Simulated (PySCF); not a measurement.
# Ionisation energy of Gd⁵⁵⁺ by level of theory

Gd⁵⁵⁺ [He] 2s2 2p5 (2P) → Gd⁵⁶⁺ [He] 2s2 2p4 (3P), as a difference of total energies. All numbers are calculated (PySCF 2.14, the non-relativistic Hamiltonian (point nucleus), in an even-tempered Gaussian basis (17 s from 31 bohr⁻², ratio 2.2; 10 p from 40 bohr⁻², ratio 2.2; 6 d from 160 bohr⁻², ratio 2.4; 5 f from 240 bohr⁻², ratio 2.4; 4 g from 360 bohr⁻², ratio 2.4)). Correlated levels: nothing frozen; virtual orbitals above 40 to 60 times the deepest correlated orbital energy dropped. The calculations carry no spin-orbit coupling.

```json
{"method": "UHF", "ionisation energy (eV)": "11463.1"}
{"method": "LDA", "ionisation energy (eV)": "11458.5"}
{"method": "PBE", "ionisation energy (eV)": "11462.1"}
{"method": "PBE0", "ionisation energy (eV)": "11462.8"}
{"method": "r2SCAN", "ionisation energy (eV)": "11466.6"}
{"method": "B97-3", "ionisation energy (eV)": "11462.6"}
{"method": "r2SCAN0", "ionisation energy (eV)": "11466.2"}
{"method": "MP2 (all electrons)", "ionisation energy (eV)": "11464.8"}
{"method": "SCS-MP2 (all electrons)", "ionisation energy (eV)": "11464.7"}
```

Spin-orbit coupling is strong in these open shells (close to jj coupling). The scalar numbers leave it out and a first-order estimate fails, so it can dominate the gap to the real levels.

The gap to the reference is mostly relativistic.

For comparison: 11552 ± 5 eV (theoretical estimate listed by NIST; NIST Atomic Spectra Database, ionization energies).
